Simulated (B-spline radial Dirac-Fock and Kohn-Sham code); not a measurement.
X-ray emission lines of Pt⁴⁸⁺

System: Pt⁴⁸⁺, configuration [Ar] 3d10 4s2.

Calculated with a radial B-spline solver, using Dirac-Fock (average of configuration) total-energy differences with a finite nucleus, the Breit interaction including its frequency dependence, and self-energy and vacuum-polarisation corrections. A line energy is the difference of two single-hole energies; the list is a selection of electric-dipole transitions between resolved j subshells. The model has no electron correlation.

| line | energy (keV) | wavelength (Å) |
| --- | --- | --- |
| Kβ1 | 75.940 | 0.16327 |
| Kβ3 | 75.540 | 0.16413 |
| Kα1 | 66.877 | 0.18539 |
| Kα2 | 65.160 | 0.19028 |
| Lγ5 | 13.067 | 0.94883 |
| Lβ3 | 11.385 | 1.0891 |
| Lβ6 | 11.350 | 1.0924 |
| Lβ1 | 11.198 | 1.1072 |
| Lβ4 | 10.985 | 1.1287 |
| Lη | 10.115 | 1.2258 |
| Lα1 | 9.5659 | 1.2961 |
| Lα2 | 9.4804 | 1.3078 |
| Lℓ | 8.3975 | 1.4764 |
